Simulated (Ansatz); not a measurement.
A structure relaxed at PBE0-D4/def2-TZVP, charge 0, multiplicity 1:

```xyz
11

C    -2.173    1.719   -1.630
C    -1.197    0.946   -0.898
N    -0.422    0.333   -0.318
Au    0.963   -0.762    0.722
C     2.328   -1.841    1.747
H    -1.768    2.002   -2.603
H    -3.079    1.128   -1.778
H    -2.424    2.623   -1.072
H     3.296   -1.827    1.237
H     2.008   -2.883    1.840
H     2.467   -1.436    2.753
```

Question: Give its formula and SMILES.

Answer: C3H6AuN, `CC#[N+][Au-][CH3]`.

Question: Point group (tolerance 0.08 Å, 0.16 Å for H)?

Answer: C3.

Question: Summarise the bond lengths by kind.

Answer: 1 × C–C 1.444 Å; 6 × C–H 1.091 to 1.094 Å; 1 × C–N 1.145 Å; 1 × Au–N 2.050 Å; 1 × Au–C 2.019 Å.

Computed with Ansatz.
